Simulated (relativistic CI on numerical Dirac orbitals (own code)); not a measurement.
# Tb²⁹⁺: sensitivity of the levels to the model

Base calculation: Dirac-Coulomb-Breit CI, KLI orbitals optimised for each configuration, QED by a radiative potential, unscaled Slater integrals.

Configuration list (outside the closed core [Ar] 3d10): 4s2 4p6, 4s2 4p5 4d, 4s 4p6 4d, 4s2 4p5 4f, 4s 4p6 4f, 4s2 4p5 5s, 4p6 4d 4f, 4s2 4p5 5p, 4p6 4d2, 4p5 4d3, 4p5 4d2 4f, 4p5 4d2 5s, 4p5 4d2 5p, 4p6 4f2, 4p5 4d 4f2, 4p5 4f3, 4p5 4f2 5s, 4p5 4f2 5p. Double excitations out of closed p, d and f shells are left out; levels of such configurations are missing from the list, as are those of other unlisted configurations, and high levels can miss mixing partners.

Variants: (1) valence Slater integrals scaled by 0.9; (2) non-relativistic limit. Shifts of the energy above 4s2 4p6 1S_0, in eV, for the lowest level and the first level of each name with at least 55 % of one term (blank where a level changes its place among those of its configuration and J or its character, or is not in the variant):

```
           Level     Base    Δ(1)     Δ(2)
    4s2 4p6 1S_0    0.000   0.000    0.000
4s2 4p5 4d 3P°_0  117.203  +0.792   -3.274
4s2 4p5 4d 3P°_1  120.357  +0.586   -6.427
4s2 4p5 4d 3F°_3  123.390  +0.217   -6.435
4s2 4p5 4d 3F°_4  129.604  +0.484  -12.648
4s2 4p5 4d 3D°_3  136.448  -0.234  -12.753
4s2 4p5 4d 3D°_1  147.528  -0.830  -23.833
4s2 4p5 4d 3F°_2  166.865  +0.316         
4s2 4p5 4d 1P°_1  188.741  -2.496  -34.643
  4s 4p6 4d 3D_1  249.940  +1.197  -52.716
  4s 4p6 4d 3D_2  252.994  +0.999  -55.770
  4s 4p6 4d 3D_3  260.272  +1.026  -63.048
  4s 4p6 4d 1D_2  271.037  -0.456  -62.786
 4s2 4p5 4f 3G_5  283.326  +0.293  -14.278
 4s2 4p5 4f 3G_4  283.385  +0.125  -14.337
 4s2 4p5 4f 3D_1  284.595  -0.390  -15.659
 4s2 4p5 4f 3D_2  286.388  -0.439  -17.452
 4s2 4p5 4f 3F_4  289.069  -0.275         
 4s2 4p5 4f 1D_2  292.702  -0.686         
 4s2 4p5 4f 3G_3  328.132  +0.099         
 4s 4p6 4f 3F°_2  416.661  +0.077  -64.987
 4s 4p6 4f 3F°_3  417.250  +0.067  -65.576
```

At this charge energies of transitions that change n are usually good to better than 1 %, and those within a shell (Δn = 0) to a few per cent.

Ionisation energy from the two ground configurations alone: base 1164.86 eV. The NIST ASD value (theoretical) is 1165 eV.

LS names give the leading component of a level, which can be under half, so a name can repeat, a term be missing and a line seem to break the LS rules.
